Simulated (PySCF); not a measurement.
Job file and geometry (Å, from GFN2-xTB) of an NMR shielding run on `InChI=1S/C5H13BO3Si/c1-5(4-7,2-3-10)6(8)9/h4,8-9H,2-3H2,1,10H3/t5-/m0/s1`, PySCF 2.14.0, density-fitted response routines, GIAO PBE0/pcSseg-1 NMR shielding, non-relativistic, gas phase; density fitting, a coarse starting grid and PySCF grid level 2 are the driver's defaults:

```
$ OMP_NUM_THREADS=1 python probes_run.py task.json out

{"job": {"kind": "nmr", "xc": "PBE0", "basis": "pcSseg-1"}, "charge": 0, "multiplicity": 1}
C     -1.421568     1.325964    -0.647942
C     -0.934834    -0.051510    -0.200196
C     -0.965945    -1.037120    -1.314489
O     -0.637854    -2.198935    -1.210400
C      0.496148     0.001078     0.402801
C      1.559122     0.468868    -0.586664
Si     3.309794     0.407156     0.153454
B     -1.865522    -0.698506     0.989413
O     -2.596273     0.137668     1.745519
O     -1.853439    -2.021066     1.230198
H     -1.400799     2.013237     0.192913
H     -0.804686     1.726574    -1.449344
H     -2.447400     1.261603    -1.002535
H     -1.371434    -0.661310    -2.273397
H      0.479429     0.664364     1.269640
H      0.754238    -0.999878     0.754872
H      1.518147    -0.160439    -1.478185
H      1.339923     1.486470    -0.911010
H      4.264448     0.865919    -0.857175
H      3.631088    -0.963125     0.554528
H      3.369529     1.288431     1.322244
H     -3.090945    -0.290388     2.446280
H     -1.335920    -2.538071     0.597793
```

Problem. Write the output of this run.

Solution. 
```
coarse grid: 19464 points
cycle   1  E = -737.4668584721  dE =  1.248e+00  |g| = 1.111e+00  |ddm| = 4.184e+00
cycle   2  E = -737.0605534815  dE =  4.063e-01  |g| = 1.853e+00  |ddm| = 2.248e+00
cycle   3  E = -737.6785314008  dE = -6.180e-01  |g| = 3.141e-01  |ddm| = 1.696e+00
cycle   4  E = -737.6977376124  dE = -1.921e-02  |g| = 7.845e-02  |ddm| = 3.036e-01
cycle   5  E = -737.6987457582  dE = -1.008e-03  |g| = 2.037e-02  |ddm| = 6.761e-02
cycle   6  E = -737.6988312745  dE = -8.552e-05  |g| = 5.586e-03  |ddm| = 2.240e-02
cycle   7  E = -737.6988375082  dE = -6.234e-06  |g| = 1.540e-03  |ddm| = 5.831e-03
final grid: 182640 points
cycle   8  E = -737.7874671847  dE = -5.536e-05  |g| = 1.576e-02  |ddm| = 4.219e-02
cycle   9  E = -737.7873551478  dE =  1.120e-04  |g| = 2.868e-02  |ddm| = 3.533e-02
cycle  10  E = -737.7875161009  dE = -1.610e-04  |g| = 3.283e-03  |ddm| = 2.382e-02
cycle  11  E = -737.7875181677  dE = -2.067e-06  |g| = 3.893e-04  |ddm| = 2.524e-03
cycle  12  E = -737.7875181925  dE = -2.489e-08  |g| = 1.466e-04  |ddm| = 4.305e-04
cycle  13  E = -737.7875181967  dE = -4.185e-09  |g| = 4.064e-05  |ddm| = 1.357e-04
cycle  14  E = -737.7875181970  dE = -3.226e-10  |g| = 1.191e-05  |ddm| = 4.543e-05
converged SCF energy = -737.7875181970

GIAO shielding tensors (ppm)
atom      isotropic    diamagn.    paramagn.     s11        s22        s33       span
  0 C      171.376     248.035     -76.658    157.303    173.751    183.075     25.772
  1 C      135.458     259.198    -123.740     98.827    148.348    159.199     60.372
  2 C      -41.844     252.025    -293.869   -141.825    -65.930     82.222    224.047
  3 O     -333.890     403.094    -736.985   -954.367   -410.244    362.939   1317.306
  4 C      147.063     252.975    -105.912    132.880    136.376    171.933     39.053
  5 C      178.926     252.615     -73.688    165.191    178.224    193.364     28.173
  6 Si     418.794     879.403    -460.609    388.234    399.375    468.772     80.538
  7 B       73.692     197.364    -123.672     59.737     69.065     92.275     32.538
  8 O      228.982     386.180    -157.198    133.385    263.173    290.389    157.004
  9 O      205.118     390.201    -185.083     86.383    227.717    301.254    214.871
 10 H       30.339      31.880      -1.541     26.989     28.571     35.457      8.468
 11 H       29.982      32.485      -2.502     24.474     30.150     35.323     10.849
 12 H       30.196      31.027      -0.831     25.535     28.016     37.037     11.502
 13 H       21.416      31.044      -9.628     18.040     20.148     26.060      8.021
 14 H       30.297      35.895      -5.598     25.301     31.696     33.894      8.593
 15 H       29.506      36.773      -7.267     23.830     31.722     32.967      9.137
 16 H       31.416      33.172      -1.756     26.154     31.765     36.330     10.176
 17 H       30.605      33.108      -2.503     24.352     32.059     35.404     11.052
 18 H       27.820      27.976      -0.155     24.242     25.401     33.817      9.575
 19 H       28.000      28.903      -0.903     24.288     26.673     33.038      8.750
 20 H       28.031      28.761      -0.730     24.499     26.451     33.143      8.644
 21 H       27.639      29.099      -1.460     21.254     22.824     38.840     17.586
 22 H       24.900      34.587      -9.687     15.696     24.639     34.364     18.667
```

Size and cost of the density-fitted run: 242 basis functions, 91 s wall time on 1 thread of an Arm Neoverse V1, shared host; peak memory 1.1 GiB.
